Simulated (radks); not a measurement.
Cd3+, configuration [Ar] 3d10 4s2 4p5.75 4d9 4f0.25 (fractional occupations, a model configuration). Method: scalar-relativistic Kohn-Sham, exchange-only LDA, spin-polarised, spherical densities, point nucleus; open shells are filled with parallel spins first (spin-orbit coupling, left out, can overturn this in heavy ions); computed with a radial shooting solver on a logarithmic mesh with Libxc functionals.

Local quantities along the radius. ELF = 1/(1 + alpha^2) is the electron localisation function; alpha = (tau - tau_W)/tau_unif compares the Pauli kinetic energy density with that of the uniform gas (summed over spins); -r V(r) is the screened charge that the Kohn-Sham potential of spin up presents (atomic units). tau is taken from the large components.

r (bohr)    ELF    alpha  -r V(r)
0.001421  0.999  0.02278    47.67
0.001926  0.999  0.02339    47.55
0.002611  0.999  0.02489    47.38
0.00351   0.999  0.02757    47.17
0.004757  0.999  0.03229    46.87
0.006447  0.998  0.04050    46.47
0.008737  0.997  0.05542    45.94
0.01184   0.993  0.08484    45.23
0.01605   0.978   0.1495    44.32
0.02175   0.913   0.3084    43.15
0.02948   0.668   0.7055    41.68
0.03963   0.359    1.336    39.91
0.05371   0.362    1.329    37.70
0.07279   0.635   0.7578    35.06
0.09865   0.758   0.5644    31.99
0.1337    0.551   0.9034    28.53
0.1812    0.309    1.494    24.76
0.2456    0.594   0.8272    20.82
0.3328    0.770   0.5467    16.97
0.4475    0.486    1.029    13.58
0.6064    0.208    1.949    10.50
0.8219    0.699   0.6555    7.840
1.114     0.727   0.6132    5.761
1.51      0.456    1.093    4.501
2.046     0.125    2.643    3.848
2.773     0.008    10.94    3.497
3.758     0.002    21.78    3.378
5.052     0.003    18.29    3.349
6.847     0.001    29.10    3.266
9.28      0.000    100.7    3.142

On this mesh the ELF has minima near r = 0.046, 0.18, 0.61 bohr, which separate the shells, and maxima near 0.099 (0.76), 0.33 (0.77), 0.96 (0.76).

Self-consistent cycle (total energy in hartree, residual of the potential): 1: -5572.775373, 1e+01; 2: -5579.782577, 5e+00; 3: -5581.906593, 4e-01; 4: -5581.927197, 4e-01; 5: -5581.949548, 4e-02; 6: -5581.950418, 6e-03; 7: -5581.950409, 2e-03; 8: -5581.950419, 3e-04; 9: -5581.950419, 2e-05; 10: -5581.950419, 1e-05; 11: -5581.950419, 5e-06; 12: -5581.950419, 1e-06; 13: -5581.950419, 2e-08; 14: -5581.950419, 5e-09.
